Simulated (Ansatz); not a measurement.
C$_{2}$H$_{11}$GeNSi (`C[SiH2][N](C)[GeH3]`) at its PBE0-D4/def2-TZVP geometry, where that method's forces vanish. The species carries charge 0 and has multiplicity 1.

```xyz
16

C    -1.4681    1.3987    1.1716
Si    0.0911    1.2918    0.1452
N     0.5491   -0.3122   -0.2822
C     1.0202   -1.2050    0.7659
Ge    0.2108   -1.0960   -1.9096
H    -1.3663    0.8319    2.1009
H    -1.6828    2.4379    1.4370
H    -2.3276    1.0023    0.6253
H    -0.0947    2.0479   -1.1228
H     1.2009    1.9003    0.9375
H     1.8162   -1.8632    0.3993
H     0.2258   -1.8426    1.1759
H     1.4431   -0.6316    1.5977
H    -0.1707    0.0073   -2.9035
H    -0.9333   -2.1268   -1.7874
H     1.4863   -1.8406   -2.3506
```

Problem. What forces (eV/Å) does B3LYP-D4/def2-TZVPP give on these atoms in Ansatz 0.2.0? (Estimate.)

Solution. Ansatz gave: 
```
C1  -0.081  0.002  0.056
Si2  0.120  0.204 -0.069
N3  -0.040  0.173  0.012
C4   0.126 -0.182  0.229
Ge5 -0.039 -0.099 -0.242
H6  -0.021  0.028 -0.038
H7  -0.006 -0.049 -0.003
H8   0.028  0.019  0.037
H9   0.011 -0.042  0.092
H10 -0.072 -0.031 -0.049
H11 -0.043  0.028  0.030
H12  0.043  0.023 -0.013
H13 -0.023 -0.050 -0.039
H14  0.001 -0.012  0.001
H15 -0.006 -0.007  0.000
H16  0.000 -0.005 -0.004
```

B3LYP here is the variant with VWN-RPA as its local correlation; programs differ in this.
